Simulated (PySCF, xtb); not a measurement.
C6H10, SMILES CC=C=CCC. One conformer was computed; it need not be the lowest.

Harmonic wavenumbers (cm⁻¹) from GFN2-xTB run with xtb 6.7.1 at its own minimum, in rising order: 49, 124, 138, 180, 217, 238, 387, 490, 534, 704, 815, 863, 895, 961, 1028, 1059, 1072, 1085, 1114, 1179, 1234, 1255, 1317, 1395, 1410, 1446, 1479, 1481, 1494, 1501, 1506, 2093, 2944, 2988, 2994, 3008, 3015, 3016, 3029, 3031, 3036, 3047.

What does PySCF with PBE0-D3(BJ)/def2-SVP give at its own minimum? (The exact figures need the calculation; the answer reports its results.)

58, 135, 155, 205, 235, 267, 395, 544, 572, 736, 783, 865, 907, 931, 1042, 1042, 1087, 1090, 1123, 1167, 1258, 1287, 1339, 1384, 1393, 1446, 1452, 1454, 1466, 1475, 1508, 2105, 3047, 3049, 3052, 3115, 3126, 3134, 3140, 3147, 3153, 3171. Paired by order, the mean absolute difference is 39 cm⁻¹ and the zero-point energies are 87.0 and 88.7 kcal/mol.
